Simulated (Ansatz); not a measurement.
Ansatz results at the PBE0-D4/def2-TZVP geometry: HOMO energy (B3LYP/def2-TZVPP) -7.34 eV; HOMO–LUMO gap (PBE/def2-TZVPP) 5.24 eV; size of the dipole moment (B3LYP/def2-TZVPP) 0.16 D.

Problem. Which molecule gave them?
A. `[SiH2]1[SiH2][SiH2]1`
B. `[GeH2]1[GeH2][GeH2][GeH2]1`
C. `[SiH2]1[SiH2][GeH2][GeH2][GeH2][GeH2]1`
D. `[SiH2]1[SiH2][GeH2]1`

Solution. C. The others give `[SiH2]1[SiH2][SiH2]1`: -6.73, 3.96, 0.00; `[SiH2]1[SiH2][GeH2]1`: -6.55, 4.08, 0.11; `[GeH2]1[GeH2][GeH2][GeH2]1`: -7.13, 4.88, 0.00.

B3LYP here is the variant with VWN-RPA as its local correlation; programs differ in this.
